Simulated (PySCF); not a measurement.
**Spinor energies of Co (cobalt, neutral)**

Start: [Ar] 3d9; 3d3/2 filled at m_j = -3/2, -1/2, +1/2, +3/2; 3d5/2 filled at m_j = -3/2, -1/2, +1/2, +3/2, +5/2. Calculated with PySCF 2.14 in x2c-TZVPall-2c with one added diffuse shell each of s, p, d type (7s8p5d1f, 63 functions): generalised Hartree-Fock with the X2C-1e Hamiltonian and a Gaussian nucleus; one run each with spin-orbit coupling (SO) switched off, then screened by Boettger's factors. This is a chosen level, not necessarily the ground level.

```tsv
spinor shell	electrons	ε, spin-free (eV)	ε, screened SO (eV)	weight of nominal j (screened SO)	rms radius, screened SO (bohr)
1s1/2	2	-7767.7	-7767.6	1.000	0.0649
2s1/2	2	-955.28	-955.25	1.000	0.276
2p1/2	2	-813.05	-823.46	0.999	0.247
2p3/2	4	-813.05	-807.95	1.000	0.250
3s1/2	2	-116.01	-116.00	1.000	0.839
3p1/2	2	-73.274	-75.622	0.929	0.897
3d3/2	4	-6.909	-7.577	0.690	1.47
3d5/2	5	-6.909	-6.388	0.754	1.60
```

Q: Where does 3p3/2 lie, and what is the 3p spin-orbit splitting (screened SO)?

A: At -72.119 eV, 3.503 eV above 3p1/2.

```csv
quantity,spin-free,screened SO
E (hartree),-1391.57372,-1391.60126
M_J,5/2,5/2
⟨J²⟩,8.960,8.968
⟨L²⟩,6.177,6.187
⟨S²⟩,0.783,0.785
```

Each row is a mean over spinors that exchange with the open shell spreads, by up to 6.411 eV (3p3/2).

Rows whose weight is well below 1 are mixtures of j = l ± 1/2: exchange outweighs spin-orbit coupling there, and the label is only the starting occupation.

⟨J²⟩ departs a little from M_J(M_J + 1) because the unrestricted spinors polarise the closed shells.

Without spin-orbit coupling the j labels of p, d and f shells carry no meaning; the spin-free column gives the mean over the occupied spinors of each nl shell, and its ⟨J²⟩ belongs to a mixture of degenerate components.
